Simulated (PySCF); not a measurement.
## Molecular orbitals of CaC⁺

PBE0 at R = 2.403 Å; basis Ca 3-21G, C 3-21G; no relativity; PySCF 2.14. State: ⁴Σ⁻ (quartet), unpaired electrons σ ↑, π ↑↑. Only the outer orbitals are listed, counted within each symmetry.

```csv
spin,orbital,occ.,ε (eV),on Ca (%),main shells (%)
α,5σ,1,-58.54,100,100 Ca s
α,2π,1,-38.27,100,100 Ca p
α,2π,1,-38.27,100,100 Ca p
α,6σ,1,-38.17,99,99 Ca p
α,7σ,1,-19.83,3,97 C s
α,8σ,1,-10.76,33,"64 C p, 32 Ca s"
α,3π,1,-10.29,7,93 C p
α,3π,1,-10.29,7,93 C p
α,9σ,0,-7.80,76,"55 Ca s, 24 C p, 21 Ca p"
α,4π,0,-5.14,94,94 Ca p
α,4π,0,-5.14,94,94 Ca p
β,5σ,1,-58.46,100,100 Ca s
β,2π,1,-38.20,100,100 Ca p
β,2π,1,-38.20,100,100 Ca p
β,6σ,1,-38.09,100,100 Ca p
β,7σ,1,-15.80,7,88 C s
β,8σ,0,-7.70,94,"83 Ca s, 12 Ca p"
β,3π,0,-5.38,74,"74 Ca p, 26 C p"
β,3π,0,-5.38,74,"74 Ca p, 26 C p"
```

**Question.** Which are the highest filled and the lowest empty level, where do they sit, and how wide is the gap?

**Answer.** Highest filled α 3π at -10.29 eV (in %: 93 C p); lowest empty α 9σ at -7.80 eV (in %: 55 Ca s, 24 C p, 21 Ca p); the gap at PBE0 is 2.49 eV.

```json
{"bond order (Mayer)": "0.87", "⟨S²⟩": "3.753", "charge on Ca (Mulliken, basis-dependent)": "1.43", "charge on Ca (Löwdin, basis-dependent)": "1.27", "dipole moment (positive dipole points towards C; it is taken about the centre of mass and depends on that origin)": "-8.12 D", "polarisability along the bond": "92.3 bohr³", "polarisability across the bond": "43.4 bohr³"}
```

3-21G is very small, so such numbers show the basis as much as the molecule. The state is the lowest determinant that a PBE0 search found; another state may lie lower at other levels.
